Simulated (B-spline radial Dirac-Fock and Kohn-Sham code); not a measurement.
# Re 3p1/2: cross section and angular parameters

System: the Re atom in the configuration [Xe] 4f14 5d5 6s2; threshold 2682.0 eV (tabulated edge). These are calculated numbers from a radial B-spline solver; the model is Dirac-Hartree-Slater photoionisation with a Latter tail; cross sections with all multipoles, angular parameters from the dipole term and its interference with E2.

The run's input, task.json:

```json
{"items": [{
  "Z": 75,
  "q": 0,
  "cfg": [[1, 0, 2], [2, 0, 2], [2, 1, 6], [3, 0, 2], [3, 1, 6], [3, 2, 10], [4, 0, 2], [4, 1, 6], [4, 2, 10], [4, 3, 14], [5, 0, 2], [5, 1, 6], [5, 2, 5], [6, 0, 2]],
  "A": 187,
  "rrms": 5.3698,
  "do": "xps",
  "hv": [99.4, 120.0, 126.0, 136.0, 144.0, 150, 155.0, 200, 270.0, 300, 322.0, 330.0, 400, 532.0, 600, 717.0, 801.0, 1253.6, 2984.4, 3520.0, 3530.0, 3840.0, 4700.0, 5630.0, 6000, 6300.0, 6710.0, 9930.0, 11200.0, 13600.0],
  "edges": {"K": 71676.0, "L1": 12527.0, "L2": 11959.0, "L3": 10535.0, "M1": 2932.0, "M2": 2682.0, "M3": 2367.0, "M4": 1949.0, "M5": 1883.0, "N1": 625.4, "N2": 518.7, "N3": 446.8, "N4": 273.9, "N5": 260.5, "O1": 83.0}
}]}
```

Run with: `python xray2_run.py task.json out`

For linearly polarised light dσ/dΩ = σ/(4π) [1 + β P₂(cos θ) + (δ + γ cos²θ) sin θ cos φ], with θ from the polarisation vector and φ the angle between the beam and the projection of the electron momentum on the plane normal to the polarisation.

```
hν (eV)  σ (kb)      β       γ      δ
 2984.4    38.9  1.011   0.505  0.158
   3520    31.3  1.365   0.363  0.045
   3530    31.2  1.368   0.358  0.044
   3840    27.6  1.449   0.226  0.024
   4700    19.9  1.551   0.026  0.004
   5630    14.5  1.587  -0.005  0.000
   6000    12.9  1.593   0.012  0.000
   6300    11.7  1.595   0.033  0.000
   6710    10.4  1.596   0.069  0.001
   9930    4.57  1.563   0.478  0.011
  11200       ?      ?       ?      ?
  13600    2.23  1.504   0.944  0.028
```

Question: Give the values at 11200 eV.

Answer: σ = 3.49 kb, β = 1.543, γ = 0.645, δ = 0.017.
